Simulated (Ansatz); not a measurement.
Compare A (`[BH2][GaH][OH]`) with its isomer B (`O[BH][GaH2]`).

Calculated with Ansatz (gas phase, PBE0-D4/def2-TZVP geometries, no zero-point term in ΔE). CBS: MP2 limit from def2 TZ/QZ plus the TZ coupled-cluster correction, frozen cores. Functionals use def2-TZVPP. For Ga outer-core shells are correlated without core-valence functions, which leaves a few kJ/mol of doubt a bond. Scalar relativity is left out up to krypton. One conformer a species, not always the lowest.

Which is lower in electronic energy at CCSD(T)/CBS, and by how much? (An estimate is asked.)

Ansatz gave: B, by 15.0 kcal/mol.

Give E(B) − E(A) in kcal/mol with B2PLYP, LDA (SPW92), MP2/def2-TZVPP, HF/def2-TZVPP, r2SCAN-D4, PBE-D4, PBE0-D4. (An estimate is asked.)

The calculation gave: B2PLYP -15.9, LDA (SPW92) -20.8, MP2/def2-TZVPP -14.9, HF/def2-TZVPP -15.5, r2SCAN-D4 -16.5, PBE-D4 -17.8, PBE0-D4 -17.9. None reverses the order clearly.

Does the order hold for the free energy at 298.15 K (harmonic terms from PBE0-D4)? (Best estimate.)

Computed: Yes: G(B) − G(A) = -14.7 kcal/mol, for one conformer each.

Largest T1 diagnostic: 0.015.

At CCSD(T), def2-SVP lies −4.8 kcal/mol from the extrapolated value and def2-TZVPP −0.5 kcal/mol. Leaving LDA and LC-ωPBE aside and taking each functional with its dispersion term where it has one, the values, not all of them listed here, spread over 2.2 kcal/mol, from B97M-V to B2PLYP. LDA lies −3.0 kcal/mol from PBE without D4.
